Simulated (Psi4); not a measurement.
C4H7 (SMILES [CH]1CCC1), doublet, geometry from GFN2-xTB; CCSD/STO-3G (Psi4 1.11).

Here is a job for Psi4.
```
memory 2 GB

molecule {
0 2
C     0.00788728    1.06774097    0.04664582
C    -0.00763800   -1.03399532   -0.04517160
C    -1.08467578    0.06806734    0.00750974
C     1.08556611    0.05246214   -0.00224423
H     0.01578849    2.13736921    0.09337410
H    -0.01599358   -1.62576582   -0.95751018
H    -0.00859656   -1.70312770    0.81208260
H    -1.73307724    0.04050504    0.89034144
H    -1.74043106    0.11741518   -0.86891810
H     1.74141305    0.01552159    0.87472563
H     1.73405923    0.09243173   -0.88453390
}

set {
  basis sto-3g
  reference uhf
}

energy('ccsd')
print_variables()
```

### Question
What does Psi4 print? Leave out banner, timings and long lists.

### Answer

```
   => Loading Basis Set <=

    Name: STO-3G
    Role: ORBITAL
    Keyword: BASIS

         ---------------------------------------------------------
                                   SCF
               by Justin Turney, Rob Parrish, Andy Simmonett
                          and Daniel G. A. Smith
                              UHF Reference
         ---------------------------------------------------------

  ==> Geometry <==

    Molecular point group: c1
    Full point group: C1

    Geometry (in Angstrom), charge = 0, multiplicity = 2:

       Center              X                  Y                   Z               Mass
    ------------   -----------------  -----------------  -----------------  -----------------
         C            0.007764054631     1.051059264569     0.045917056365    12.000000000000
         C           -0.007761225369    -1.050677025431    -0.045900363635    12.000000000000
         C           -1.084799005369     0.051385634569     0.006780976365    12.000000000000
         C            1.085442884631     0.035780434569    -0.002972993635    12.000000000000
         H            0.015665264631     2.120687504569     0.092645336365     1.007825032230
         H           -0.016116805369    -1.642447525431    -0.958238943635     1.007825032230
         H           -0.008719785369    -1.719809405431     0.811353836365     1.007825032230
         H           -1.733200465369     0.023823334569     0.889612676365     1.007825032230
         H           -1.740554285369     0.100733474569    -0.869646863635     1.007825032230
         H            1.741289824631    -0.001160115431     0.873996866365     1.007825032230
         H            1.733936004631     0.075750024569    -0.885262663635     1.007825032230

  Running in c1 symmetry.

  Rotational constants: A =      0.40555  B =      0.37349  C =      0.21811 [cm^-1]
  Rotational constants: A =  12158.19376  B =  11196.95269  C =   6538.75018 [MHz]
  Nuclear repulsion =  120.111617287204723

  Charge       = 0
  Multiplicity = 2
  Electrons    = 31
  Nalpha       = 16
  Nbeta        = 15

  ==> Algorithm <==

  SCF Algorithm Type is PK.
  DIIS enabled.
  MOM disabled.
  Fractional occupation disabled.
  Guess Type is SAD.
  Energy threshold   = 1.00e-08
  Density threshold  = 1.00e-08
  Integral threshold = 1.00e-12

  ==> Primary Basis <==

  Basis Set: STO-3G
    Blend: STO-3G
    Number of shells: 19
    Number of basis functions: 27
    Number of Cartesian functions: 27
[...]
  @UHF Final Energy:  -153.63003162269266
    Total Energy =                       -153.6300316226926554
[...]
             14   6         0.0040899390
              7   1         0.0034407403
              6   7         0.0031206985

    Largest TIJAB Amplitudes:
     14  12  10   0        -0.0120813954
     13  12  10   2        -0.0093808051
     12   8  10   4        -0.0091830836
     13   8   4   2         0.0087569372
     14  13   2   0        -0.0081980293
     15  12   4   1         0.0077966678
     14   8   4   0         0.0069296727
     13  12   5   2        -0.0063046175
     12   9   6   0         0.0062302701
     11   9   9   1        -0.0061584424

    Largest Tijab Amplitudes:
     14  11  11   1        -0.0122308846
     13  11  11   2        -0.0086047767
     13   8   6   2         0.0083533837
     11  10   1   0         0.0083293810
     14  13   2   1        -0.0083094674
     12  11   6   0         0.0076512506
     11   8  11   6        -0.0075990326
     11   9   6   0        -0.0067177858
     12   9  10   3        -0.0063889005
     14   8   6   1         0.0061901167

    Largest TIjAb Amplitudes:
     14  14   2   2        -0.0452541664
     13  13   0   1        -0.0384345438
     10  10   6   5        -0.0379406907
     12  11   4   6        -0.0374281950
     12  11   0   1        -0.0348983389
     14  11   2   2         0.0342584551
     12  11   2   2        -0.0322427463
     11  12   1   3        -0.0322122466
     15   7   0   0        -0.0312200433
     15   6   0   0        -0.0278688204

    SCF energy       (wfn)                    = -153.630031622692655
    Reference energy (file100)                = -153.630031622692655

    Opposite-spin MP2 correlation energy      =   -0.165888524329709
    Same-spin MP2 correlation energy          =   -0.021351466539546
    Singles MP2 correlation energy            =   -0.000000000000000
    MP2 correlation energy                    =   -0.187239990869255
      * MP2 total energy                      = -153.817271613561900

    Opposite-spin CCSD correlation energy     =   -0.231730961370424
    Same-spin CCSD correlation energy         =   -0.018584532106695
    Singles CCSD correlation energy           =    0.000000000000000
    CCSD correlation energy                   =   -0.250315493477119
      * CCSD total energy                     = -153.880347116169787

  Variable Map:
  ----------------------------------------------------------------------------
[...]
  Array Variable Map:
  ----------------------------------------------------------------------------
[...]
[...]
```
